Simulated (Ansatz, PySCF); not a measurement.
C₄H₇Cl, SMILES C1CCC1Cl.

Geometry optimised at r2SCAN-D4/def2-SVP.

Vertical ionisation energy (IE) and electron affinity (EA) in eV. Rows of orbital energies are one-electron estimates. Where ΔSCF, EOM or ADC give a negative EA the extra electron is unbound and the value depends on the basis.

```csv
level,IE,EA
"−ε(HOMO), −ε(LUMO), CAM-B3LYP/def2-TZVP (PySCF)",9.52,-1.71
"−ε(HOMO), −ε(LUMO), PBE/def2-TZVP (PySCF)",6.73,0.30
"ΔSCF, PBE0/def2-SVPD (Ansatz), final states of multiplicity 2 and 2",10.42,-1.73
"ΔSCF, PBE/def2-SVPD (Ansatz), final states of multiplicity 2 and 2",10.04,-1.49
```

Q: What vertical singlet–triplet gap does ΔSCF give with PBE0/def2-SVPD (Ansatz, a program for electronic structure) and with PBE/def2-SVPD (Ansatz)? (Estimate from the structure and the level; the computed values follow.)

A: 6.65 and 6.27 eV (triplet above singlet where positive).
